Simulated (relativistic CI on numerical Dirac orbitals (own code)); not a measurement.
# Hyperfine structure of Mg6+, mass number 25

Calculated at this level of theory: Dirac-Coulomb-Breit CI, KLI orbitals optimised for each configuration, a model potential for QED, unscaled Slater integrals (own radial code, finite nucleus).

Configuration list (outside the closed core 1s2): 2s²2p², 2s2p³, 2p⁴, 2s²2p3s, 2s²2p3p, 2p³3s, 2s²2p3d, 2p³3p, 2p³3d, 2s2p²3s, 2s2p²3p, 2s2p²3d, 2s²2p4s, 2s²2p4p, 2s²2p4d, 2s²2p4f. Levels of other configurations are missing.

Nuclear spin I = 5/2, μ = -0.85533 μN, Q = 0.199 b (tables of Stone and Pyykkö). The electronic factors are computed for point nuclear moments, without core polarisation or the Bohr-Weisskopf and QED corrections.

| Level | E (eV) | A (MHz) | B (MHz) |
| --- | --- | --- | --- |
| 2s²2p² ³P1 | 0.1363 | -52.09 | 345 |
| 2s²2p² ³P2 | 0.3593 | -828.6 | -692 |
| 2s²2p² ¹D2 | 5.4364 | -1215 | 1370 |
| 2s2p³ ⁵S°2 | 13.6202 | -3029 | -0.0452 |
| 2s2p³ ³D°3 | 29.1672 | -2970 | -14.7 |
| 2s2p³ ³D°2 | 29.1821 | -1724 | 89.2 |
| 2s2p³ ³D°1 | 29.1908 | 2038 | 43.2 |
| 2s2p³ ³P°1 | 34.4739 | -4214 | -54.2 |

Levels with J = 0, under 50 % of one LS term, or S terms without an open s electron are left out. Small factors come from cancelling terms and can be off by tens of per cent or more.

At this charge configurations can still be misplaced by up to about 7 % of their energy. 64 of the 66 excited levels that our extract of the measured tables holds in this range could be paired (the sources list more); they are missed by 6198 cm⁻¹ on average and 20116 at most, and levels without a partner can miss by more.

(1) Give the hyperfine levels of 2s²2p² ³P2 relative to its centre of gravity.

Answers

(1) With K = F(F + 1) − I(I + 1) − J(J + 1), E = AK/2 + B[¾K(K + 1) − I(I + 1)J(J + 1)]/[2I(2I − 1)J(2J − 1)]: F = 1/2: 5316, F = 3/2: 4385, F = 5/2: 2659, F = 7/2: -120.4, F = 9/2: -4316 MHz.
